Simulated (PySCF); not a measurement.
## Circular dichroism: SMILES C(=C)[C@@H]1C[C@@H]1[SiH3], C5H10Si

Geometry (Å), atoms numbered from 1 in this order:
```xyz
16

C     2.587    0.384    0.024
C     1.273    0.499    0.127
C     0.320    0.015   -0.878
C    -0.964    0.759   -1.107
C    -1.004   -0.591   -0.458
Si   -1.481   -0.800    1.354
H     3.252    0.755    0.784
H     3.049   -0.087   -0.829
H     0.834    0.977    0.993
H     0.794   -0.420   -1.752
H    -1.321    0.865   -2.122
H    -1.155    1.625   -0.491
H    -1.339   -1.395   -1.105
H    -0.479   -1.619    2.040
H    -2.788   -1.462    1.395
H    -1.586    0.504    2.014
```

Computed, not measured: PySCF, TDDFT CAM-B3LYP/def2-SVPD circular dichroism and optical rotation, one conformer, gas phase. Geometry: GFN2-xTB.

The molecule is flexible and this is one conformer; a measurement averages over conformers. States above about 8.3 eV lie in this functional's continuum (it starts at minus the energy of the highest occupied orbital, well below the true ionisation energy for most functionals) and depend on the basis.

(1) Assign R or S to each stereocentre.

(2) Which excitations and rotatory strengths does the calculation give?

## Answers

(1) C3 S, C5 S.

(2) Rotatory strengths R in 10⁻⁴⁰ esu² cm², velocity form and length form (origin at the centre of mass); f in length form.
```
state  E (eV)  λ (nm)       f  R (velocity)  R (length)                                    main
    1    6.87     180   0.495         +22.9       +21.8        HOMO→LUMO 0.81, HOMO→LUMO+1 0.13
    2    6.98     178   0.025         +16.6       +16.7      HOMO→LUMO+1 0.52, HOMO→LUMO+3 0.19
    3    7.23     172   0.022          -0.1        +0.9      HOMO→LUMO+3 0.41, HOMO→LUMO+5 0.34
    4    7.42     167   0.004          -2.5        -5.0      HOMO→LUMO+2 0.32, HOMO→LUMO+3 0.28
    5    7.71     161   0.009         +12.7       +12.7                        HOMO→LUMO+4 0.86
    6    7.81     159   0.034          +4.5        +7.0                        HOMO→LUMO+6 0.73
    7    7.91     157   0.022         -24.5       -23.1      HOMO→LUMO+2 0.44, HOMO→LUMO+5 0.29
    8    7.95     156  0.0007          -2.4        -1.6    HOMO−1→LUMO 0.60, HOMO−1→LUMO+1 0.17
    9    8.20     151   0.006         +25.0       +26.4  HOMO−1→LUMO+1 0.49, HOMO−1→LUMO+2 0.26
   10    8.32     149   0.003         +16.3       +16.4      HOMO−2→LUMO 0.26, HOMO−3→LUMO 0.16
   11    8.37     148   0.028         -16.5       -17.0                        HOMO→LUMO+7 0.79
   12    8.49     146   0.008          +9.0        +8.5                      HOMO−1→LUMO+3 0.65
```

For state 3 the two forms differ in sign, so the sign of R isn't settled.

Among the states computed, the strongest CD band (largest |R|) is state 9. The largest dissymmetry factor in size, g = 4R/(D+G), with D and G the electric and magnetic dipole strengths, is +0.067 for state 10 (velocity form, f = 0.003), among bands with |R| over 0.5. The mirror image has the same energies and oscillator strengths and all R with the opposite sign.
